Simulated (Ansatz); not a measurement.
Cartesian coordinates in Å:
```
S -1.316 -1.440 0.538
C -0.078 -0.461 0.878
B 0.575 0.572 -0.121
S -0.022 0.768 -1.763
H 0.343 -0.518 1.884
H 1.496 1.248 0.220
H -0.997 -0.169 -1.636
```

The species carries charge 0 and has multiplicity 1.

(1) List the B3LYP/def2-TZVPP orbital energies in eV (Ansatz 0.2.0). (An estimate is asked.)

## Answers

(1) Computed: Occupied: -2418.29, -2418.25, -278.58, -216.33, -216.23, -184.41, -160.86, -160.80, -160.76, -160.76, -160.73, -160.54, -22.13, -20.54, -16.59, -13.49, -12.50, -11.36, -9.67, -9.48, -9.42, -8.01, -6.64. Lowest empty: -3.69, -0.21, 0.54, 0.96, 1.67, 2.03, 2.36, 2.93.

B3LYP here is the variant with VWN-RPA as its local correlation; programs differ in this.
